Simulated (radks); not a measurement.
Results of a calculation; reference values are marked as such.
Problem. Species: Pb31+. Configuration: [Kr] 4d10 4f5 (the NIST ground configuration). Level of theory: scalar-relativistic Kohn-Sham, PBEsol, spin-polarised, spherical densities, finite nucleus; open shells are filled with parallel spins first (spin-orbit coupling, left out, can overturn this in heavy ions); Fermi nuclear charge, rms radius 5.5012 fm (a radial shooting solver on a logarithmic mesh with Libxc functionals). Some entries of the table are withheld. Estimate them.

| orbital | occ. | eigenvalue (Ry) | <r> (bohr) |
|---|---|---|---|
| 1s down | 1 | -6551.823 | 0.01606 |
| 1s up | 1 | -6551.821 | 0.01606 |
| 2s up | 1 | -1238.303 | 0.06764 |
| 2s down | 1 | -1238.282 | 0.06763 |
| 2p up | 3 | -1074.219 | 0.06145 |
| 2p down | 3 | -1074.202 | 0.06145 |
| 3s up | 1 | -358.3729 | 0.1742 |
| 3s down | 1 | -357.8983 | 0.1741 |
| 3p up | 3 | -311.2379 | 0.1759 |
| 3p down | 3 | -310.7535 | 0.1757 |
| 3d up | 5 | -263.2130 | 0.1593 |
| 3d down | 5 | -262.8403 | 0.1591 |
| 4s up | 1 | -137.5787 | 0.3692 |
| 4s down | 1 | -136.8936 | 0.3696 |
| 4p up | 3 | -121.2595 | 0.3877 |
| 4p down | 3 | -120.6111 | 0.3883 |
| 4d up | 5 | -102.8092 | 0.3945 |
| 4d down | 5 | -102.1654 | 0.3954 |
| 4f up | 5 | -83.38436 | (1) |
| 4f down | 0 | -82.65180 | (2) |

Solution. 
(1) 4f up <r> (bohr): 0.3778
(2) 4f down <r> (bohr): 0.3791
